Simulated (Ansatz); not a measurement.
Input file for C3H8F2Si, SMILES `CC(C)[SiH](F)F`:

```yaml
crystal:
  periodic: [false, false, false]
  atoms:
    - {symbol: C, position_ang: [-1.516357, -0.108463, -0.077453]}
    - {symbol: C, position_ang: [-0.089005, 0.049754, 0.445916]}
    - {symbol: C, position_ang: [0.644392, -1.290592, 0.511299]}
    - {symbol: Si, position_ang: [0.880820, 1.276234, -0.551186]}
    - {symbol: F, position_ang: [0.992294, 0.778385, -2.060423]}
    - {symbol: F, position_ang: [0.124095, 2.676639, -0.589352]}
    - {symbol: H, position_ang: [-1.520045, -0.509434, -1.094584]}
    - {symbol: H, position_ang: [-2.054782, 0.841624, -0.091539]}
    - {symbol: H, position_ang: [-2.080021, -0.803915, 0.551373]}
    - {symbol: H, position_ang: [-0.133323, 0.471127, 1.460230]}
    - {symbol: H, position_ang: [0.716567, -1.748018, -0.479250]}
    - {symbol: H, position_ang: [0.108246, -1.991162, 1.157789]}
    - {symbol: H, position_ang: [1.659319, -1.189568, 0.905620]}
    - {symbol: H, position_ang: [2.254999, 1.518188, -0.059638]}
basis:
  gaussian: {orbitals: def2-TZVPP}
correlation: {method: ccsd_t}
output: {orbitals: {seedname: orbitals}}
```

```sh
$ ansatz run in.yaml --threads 2 --pin off --events-out ev --progress --plain --backend cuda
```

Output of Ansatz, abridged:

```
Functional definition: HF
1830 factors; integrals over basis functions are off by at most 9.9e-4 eV
mean field evaluation 1: about -16495.2300 eV, gradient 4.7e1 eV
mean field evaluation 2: about -16495.4731 eV, gradient 4.7e1 eV
mean field evaluation 4: about -16500.1787 eV, gradient 4.3e0 eV
mean field evaluation 8: about -16500.2486 eV, gradient 2.4e-1 eV
mean field -16500.24876746 eV, -606.3729579338 hartree, gradient 4.5e-6 eV, S^2 0.000000; 0 other end points of the search recorded, 0 dependent functions left out
10 core orbitals not correlated: weight in the atoms' cores, before any rotation towards them, 1.000 or more for the frozen orbitals, at most 0.000 for the correlated occupied ones
reference -16500.24876746 eV, -606.3729579338 hartree; 19, 19 occupied and 280, 280 virtual orbitals, 1830 factors
second order -31.21990201 eV of doubles, -0.00000000 eV of singles
cycle   1  -31.63839852 eV  change   -4.2e-1 eV  update   1.1e-1
cycle   2  -32.29205129 eV  change   -6.5e-1 eV  update   3.0e-2
cycle   3  -32.43875045 eV  change   -1.5e-1 eV  update   1.5e-2
cycle   4  -32.42749803 eV  change    1.1e-2 eV  update   2.9e-3
cycle   5  -32.42639593 eV  change    1.1e-3 eV  update   1.1e-3
cycle   6  -32.42705710 eV  change   -6.6e-4 eV  update   2.9e-4
cycle   7  -32.42696091 eV  change    9.6e-5 eV  update   1.1e-4
cycle   8  -32.42689843 eV  change    6.2e-5 eV  update   3.0e-5
cycle   9  -32.42690321 eV  change   -4.8e-6 eV  update   1.1e-5
perturbative correction -1.08799561 eV, -0.0399831011 hartree
Total energy: -16533.76366628 eV, -607.6046077482 hartree
```

Run time 28 s (2 threads of an AMD EPYC 7R13 on a shared host and a share of an NVIDIA H100 80 GB); peak host memory 0.87 GiB.

The correlation energy is -33.515 eV, 3.2 % of it from (T); the T1 diagnostic reads 0.0105.
